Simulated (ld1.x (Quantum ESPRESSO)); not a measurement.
## Building the TM potential for arsenic (revPBE, scalar-relativistic).

As, norm-conserving Troullier–Martins (Kleinman–Bylander form), made with ld1.x (Quantum ESPRESSO) 7.5 (revPBE, scalar-relativistic). Core [Ar] 3d10, reference 4s2 4p1.5 (charge +1.5). Waves: 4p (bound): rc 1.65 bohr; 4s (bound): rc 1.30 bohr. Local part: the s channel. Core correction: a·sin(br)/r model core inside 1.05 bohr.

(1) Estimate the cutoffs (Ry, on a coarse ladder) from which the occupation-weighted sum of valence levels, in a spherical-Bessel basis at the reference potential, stays within 10 and 1 mRy of its value at 400 Ry.

(2) What does a ghost test show?

(3) Which valence shell sets the plane-wave cutoff?

(4) Tests: 4s2 4p3; 4s2 4p2; 4s2 4p1; 4s2 4p3.3; 4s1 4p0; 4s2 4p0; 4s0 4p5. Which has the largest error in its energy relative to the reference configuration, and how large is it?

## Answers

(1) 45 Ry and 110 Ry.

(2) Ghost state, extra bound levels that the all-electron valence spectrum of the same l lacks: p at -4199.8 eV. A true bound ghost makes a file unfit for plane-wave use.

(3) 4s: its level needs 90 Ry to come within 1 mRy, against 25 Ry for 4p.

(4) 4s1 4p0, with -254 meV (all-electron minus pseudo) on +88.13 eV.
